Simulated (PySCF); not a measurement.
## NMR problem set

One computed conformer, equivalent nuclei averaged, in vacuum, relativity neglected. GIAO PBE0/pcSseg-1 shieldings; structure optimised with GFN2-xTB; PySCF.

References, each an isolated molecule treated in the same way: 1H (σref 31.72) and 13C (σref 186.93) against TMS. Splittings of carbon signals by F and P are missing where no couplings were computed. Where no couplings were computed, multiplicities follow the n + 1 count of equivalent neighbours, and m marks all less simple cases (inequivalent or close neighbours, rings, F or P nearby). Shifts are as computed. Against solution values, carbons near 30 ppm lie about +3 ppm off and those near 130 ppm about +5 ppm; carbons on Cl a further +6 ppm. Of 1211 compounds with measured shifts, 218 miss one by over three times the rms of a fit or turn the order of signals round; such compounds aren't used in these exercises. Carbons bonded to Cl come out too deshielded.

(1) C$_{8}$H$_{9}$ClO$_{2}$. 1H NMR (400 MHz, computed): δ 7.02 (d, 1H), 6.85 (s, 1H), 6.75 (d, 1H), 3.95 (s, 3H), 3.87 (s, 3H). 13C{1H} NMR (computed): δ 159.9 (C), 155.8 (C), 133.6 (C), 121.2 (CH), 115.7 (CH), 114.3 (CH), 56.1 (CH3), 56.0 (CH3). What is it?

(2) C$_{7}$H$_{5}$ClFN. 1H NMR (400 MHz, computed): δ 7.22 (s, 1H), 2.99 (m, 2H), 2.86 (m, 2H). 13C{1H} NMR (computed): δ 145.6, 141.0, 135.8, 135.5, 118.6, 27.3, 26.3. What is it?

## Answers

(1) 2-chloro-1,4-dimethoxybenzene. Rings plus π bonds: 4 (1 ring in the answer). 8 carbon signals for 8 carbons: no two carbons are equivalent. Carbon types of the structure: 3 × C, 3 × CH, 2 × CH3, which accounts for all hydrogens. δC 159.9, 155.8: aromatic carbon bearing oxygen; an ipso carbon deshielded by its heteroatom. δC 133.6: aromatic carbon bearing chlorine. δC 121.2, 115.7, 114.3: aromatic CH. δC 56.1, 56.0: methyl carbon bonded to O; the inductive effect lowers its shielding.

The shifts were computed for this structure.

(2) `N#C/C(F)=C1/CC/C1=C\Cl`. Rings plus π bonds: 5 (1 ring in the answer). 7 carbon signals for 7 carbons: no two carbons are equivalent. Carbon types of the structure: 4 × C, 1 × CH, 2 × CH2, which accounts for all hydrogens. δC 145.6, 141.0, 135.5: fully substituted alkene carbon; as expected for a trigonal carbon in a double bond. δC 135.8: alkene CH; the olefinic region. δC 118.6: nitrile carbon; typical of a nitrile. δH 2.99, 2.86: hydrogen on an allylic sp3 CH2; allylic position.

The data come from this structure; uniqueness wasn't tested.
